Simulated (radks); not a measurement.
The numbers below are computed, except where a source is named.
Level of theory: non-relativistic Kohn-Sham, exchange-only LDA, spin-unpolarised, spherical densities, point nucleus (a radial shooting solver on a logarithmic mesh with Libxc functionals). Response by self-consistent Sternheimer equations with the Hartree and adiabatic exchange-only LDA kernel. Estimate the static dipole polarisabilities of Ne8+ ([He]) and He ([He]) and the C6 coefficients of the three pairs.

Answer. alpha = 0.001080 and 1.765 bohr^3; C6 = 0.00003242 (Ne8+-Ne8+), 0.002612 (Ne8+-He), 2.027 (He-He) hartree bohr^6.
